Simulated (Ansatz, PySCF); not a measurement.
Gas-phase reaction in SMILES: FC(F)=CCl + 3 C (CH4) → C=C (C2H4) + CCl (CH3Cl) [chloromethane] + 2 CF (CH3F)
Each molecule is optimised on its own at B3LYP-D3(BJ)/def2-TZVP (Ansatz, a quantum-chemistry and plane-wave program). Frequencies are from Ansatz or PySCF.
Geometry of the first species:
```
C
F 1 1.3142
C 1 1.3211 2 125.89
F 1 1.3214 2 110.95 3 180.00
H 3 1.0772 1 120.39 2 -180.00
Cl 3 1.7210 5 117.15 1 -180.00
```

Property: bond separation energy (enthalpy at 298 K, with B3LYP-D3(BJ) rigid-rotor harmonic-oscillator terms), in kcal/mol. Correlated levels leave the core frozen unless marked. Spin-orbit coupling is left out. Non-relativistic unless marked X2C. CBS marks a two-point X^-3 extrapolation of the correlation energy; Hartree-Fock from the larger set.

| level | program | bond separation energy (kcal/mol) |
|---|---|---|
| HF/aug-cc-pV(D+d)Z | Ansatz | 7.1 |
| HF/cc-pV(T+d)Z | Ansatz | 12.2 |
| BLYP-D3(BJ)/def2-TZVPD | Ansatz + dftd3 | 17.8 |
| BLYP/def2-TZVPD | Ansatz | 17.2 |
| r2SCAN0/def2-TZVPD | Ansatz | 21.3 |
| HSE06-D4/def2-TZVPD | Ansatz + dftd4 | 20.8 |
| HSE06/def2-TZVPD | Ansatz | 20.3 |
| PBE-QIDH/def2-TZVPD | Ansatz | 19.5 |
| MP2/STO-3G | Ansatz | 30.8 |
| MP2/CBS(cc-pV(T+d)Z,cc-pV(Q+d)Z) | Ansatz | 18.8 |
| CCSD/6-31G* | Ansatz | 21.8 |
| CCSD/cc-pV(D+d)Z | Ansatz | 21.2 |
| CCSD(T)/cc-pV(Q+d)Z | Ansatz | 17.8 |
| X2C-CCSD(T)/cc-pVTZ-DK | Ansatz | 19.4 |
| CCSD(T)/CBS(cc-pV(T+d)Z,cc-pV(Q+d)Z) | Ansatz | 17.3 |
